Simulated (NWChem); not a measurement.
# C2H7FOSi; SMILES CO[SiH2]CF

```xyz
12

C      0.7409     2.3316     0.2137
O     -0.1231     1.4952    -0.5023
Si    -0.6926     0.0157     0.0020
C      0.6338    -1.3318    -0.1897
F      0.0923    -2.5310     0.2378
H      0.4560     2.4156     1.2792
H      1.7888     1.9820     0.1684
H      0.7057     3.3405    -0.2256
H     -1.8546    -0.3203    -0.8624
H     -1.0996     0.0730     1.4414
H      0.9550    -1.4329    -1.2420
H      1.5379    -1.1121     0.4067
```
Atoms are numbered in this order, from 1.

Computed with NWChem. All runs use the structure optimised with PBE0/def2-SVP. No frequency run checked for a minimum. Level: M06-2X/def2-SVP with SMD (1 M gas to 1 M solution), gas-phase geometry. Reactions with the solvent are ignored.

| solvent | dielectric constant | solvation free energy (kcal/mol) | cavity-dispersion-structure term (kcal/mol) | dipole in solution (D) |
|---|---|---|---|---|
| water | 78.4 | -0.7 | 4.5 | 2.81 |
| ethyl acetate | 5.99 | -3.1 | 0.2 | 2.70 |
| dichloromethane | 8.93 | -3.5 | 0.2 | 2.74 |
| methanol | 32.6 | -3.8 | 1.3 | 2.79 |
| acetone | 20.5 | -3.6 | 0.3 | 2.78 |
